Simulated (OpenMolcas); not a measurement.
Co3+ among 6 point charges of -1.5 e arranged as a tetragonal octahedron (D4h). The axial distance is 1.04 times the equatorial one, R.

```
Program             : OpenMolcas
Method              : SS-CASPT2, IPEA 0.25 Eh, imaginary shift 0.1 Eh (closed shells correlated: 3s 3p)
Basis               : ANO-RCC-VDZP [5s4p2d1f]
Scalar Hamiltonian  : DKH2, point nucleus
Active space        : 6 electrons in 5 orbitals (3d)
State averaging     : 2S+1 = 5 even, 5 roots; 2S+1 = 3 even, 45 roots; 2S+1 = 1 even, 50 roots
Spin-orbit coupling : RASSI with atomic mean-field integrals over the reference wave functions
```

All point charges move together. At R = 1.72 Å the first state of the same spin is 900 cm-1, and at R = 1.89 Å it is 710 cm-1.

Task: A third run gives 1030 cm-1. What distance was it run at?

Result: With a power law R^-n the two known points give n = -ln(710 / 900) / ln(1.89 / 1.72) = 2.52. Then R = 1.72 × (900 / 1030)^(1/2.52) = 1.630 Å. The run was at 1.64 Å, so the estimate is off by -0.010 Å.

Over all roots computed the reference weight is 0.81 to 0.96 in R = 1.64; the roots of lowest weight are the least certain, and an intruder state may touch them. An orbital doublet at a regular site is open to a Jahn-Teller distortion, which this geometry leaves out. Point charges give a weaker field than real ligands, and real ions of this kind are often low spin; the high spin found here belongs to the model. Free-ion shares, where given, are those of the reference states; single-state CASPT2 does not remix them. The ground term spreads over less than 5000 cm-1, several times less than with real ligands, so orbital moments are less quenched and χT lies further from the spin-only value than at real sites (holds for R = 1.89). Point charges carry no covalency, so the field is a model and not that of real ligands. No measured value stands beside these numbers.
